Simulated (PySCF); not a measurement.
## Working out the ionisation energy of Ni

Ni [Ar] 3d8 4s2 (3F) → Ni⁺ [Ar] 3d9 (2D). Calculation: PySCF 2.14, in cc-pVDZ-DK; scalar relativity by spin-free X2C-1e. Frozen: [Ar]. Energies in hartree (1 hartree = 27.21139 eV):

```json
{"part": "UHF", "Ni (lower)": "-1519.096857", "Ni⁺ (upper)": "-1518.796175"}
{"part": "MP2 opposite-spin", "Ni (lower)": "-0.173199", "Ni⁺ (upper)": "-0.198091"}
{"part": "MP2 same-spin", "Ni (lower)": "-0.099934", "Ni⁺ (upper)": "-0.120633"}
```

Q: What does Hartree-Fock give?

A: (-1518.796175) − (-1519.096857) = 0.300682 hartree = 8.182 eV.

Q: What do MP2 and SCS-MP2 (6/5 opposite-spin, 1/3 same-spin) give?

A: The opposite-spin parts differ by -0.677 eV and the same-spin parts by -0.563 eV. MP2: 8.182 + (-0.677) + (-0.563) = 6.942 eV. SCS-MP2: 8.182 + 1.2 × (-0.677) + (-0.563)/3 = 7.182 eV.

Reference: 7.640 eV (measured; NIST Atomic Spectra Database, ionization energies), between the lowest levels; spin-orbit coupling is absent from the calculation.

A double-zeta basis recovers only part of the correlation energy.

What remains against the reference includes basis incompleteness, the frozen core and correlation beyond second order.
